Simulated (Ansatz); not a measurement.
C₂H₆AlFSi, SMILES `C=[CH][Al]([F])[SiH3]`, relaxed with RKS PBE0-D4/def2-TZVP in Ansatz 0.2.0 from a PBE-D4/def2-SVP geometry. The force threshold is 0.005 eV/Å; the program also tests the step.

Total charge 0; spin multiplicity 1.

Start:

```xyz
11

C     0.464   -1.727   -0.982
C    -0.802   -1.468   -0.579
Al   -1.161    0.202    0.350
F    -2.730    0.547    0.860
Si    0.627    1.824    0.798
H     1.295   -1.018   -0.800
H     0.752   -2.653   -1.515
H    -1.574   -2.230   -0.801
H     1.720    1.196    1.630
H     1.271    2.278   -0.489
H     0.137    3.048    1.527
```

```json
{"step": "1", "energy (eV)": "-19355.3574", "largest force (eV/Å)": "0.624", "largest move (Å)": "0.000"}
{"step": "2", "energy (eV)": "-19355.4008", "largest force (eV/Å)": "0.362", "largest move (Å)": "0.038"}
{"step": "3", "energy (eV)": "-19355.4071", "largest force (eV/Å)": "0.064", "largest move (Å)": "0.032"}
{"step": "4", "energy (eV)": "-19355.4075", "largest force (eV/Å)": "0.081", "largest move (Å)": "0.019"}
{"step": "5", "energy (eV)": "-19355.4079", "largest force (eV/Å)": "0.031", "largest move (Å)": "0.010"}
{"step": "6", "energy (eV)": "-19355.4081", "largest force (eV/Å)": "0.002", "largest move (Å)": "0.004"}
```

End:

```xyz
11

C     0.450   -1.724   -0.977
C    -0.799   -1.468   -0.579
Al   -1.142    0.193    0.342
F    -2.680    0.537    0.845
Si    0.630    1.823    0.797
H     1.267   -1.027   -0.796
H     0.732   -2.635   -1.503
H    -1.559   -2.217   -0.799
H     1.710    1.212    1.625
H     1.265    2.281   -0.472
H     0.126    3.024    1.517
```

It took 18 s on 4 threads of an Intel Xeon on a shared host, with 0.54 GiB of host memory at the peak.
